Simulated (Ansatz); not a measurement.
Two isomers of CH6F2GeSi: A = `F[CH2][GeH]([F])[SiH3]`, B = `[CH3][GeH]([F])[SiH2]F`.

Gas-phase electronic energies from Ansatz, PBE0-D4/def2-TZVP geometries. CBS: MP2 limit from def2 TZ/QZ plus the TZ coupled-cluster correction, frozen cores. Functionals use def2-TZVPP. B3LYP here is the variant with VWN-RPA as its local correlation; programs differ in this. For Ge outer-core shells are correlated without core-valence functions, which leaves a few kJ/mol of doubt a bond. Scalar relativity is left out up to krypton. One conformer a species, not always the lowest.

A:

```xyz
11

F     0.081    2.198    0.581
C     0.966    1.192    0.944
Ge    0.093   -0.560    0.661
F     1.436   -1.688    0.595
Si   -1.061   -0.673   -1.425
H     1.858    1.263    0.317
H     1.252    1.342    1.988
H    -0.732   -0.991    1.889
H    -2.272    0.183   -1.354
H    -1.457   -2.079   -1.691
H    -0.164   -0.187   -2.504
```

B:

```xyz
11

C     0.851   -1.463   -0.664
Ge    0.112   -0.351    0.746
F     1.485    0.209    1.686
Si   -1.012    1.623   -0.014
F    -0.228    2.203   -1.289
H     0.047   -1.906   -1.255
H     1.482   -0.863   -1.319
H     1.448   -2.262   -0.223
H    -0.743   -1.165    1.741
H    -1.043    2.673    1.034
H    -2.398    1.302   -0.444
```

(1) Which is lower in electronic energy at CCSD(T)/CBS, and by how much? (Best estimate.)

(2) Give E(B) − E(A) in kcal/mol with PBE-D4, B3LYP-D4, r2SCAN-D4, CCSD(T)/def2-TZVPP, B3LYP, B2PLYP, CCSD/def2-TZVPP. (An estimate is asked.)

Largest T1 diagnostic: 0.012.

Answers

(1) The calculation gave: B, by 56.6 kcal/mol.

(2) Computed: PBE-D4 -51.6, B3LYP-D4 -53.9, r2SCAN-D4 -54.9, CCSD(T)/def2-TZVPP -55.3, B3LYP -54.0, B2PLYP -55.7, CCSD/def2-TZVPP -55.7. None reverses the order clearly.

From PBE to PBE0 (25 % exact exchange), in def2-TZVPP and without D4, E(B) − E(A) moves by −1.7 kcal/mol.
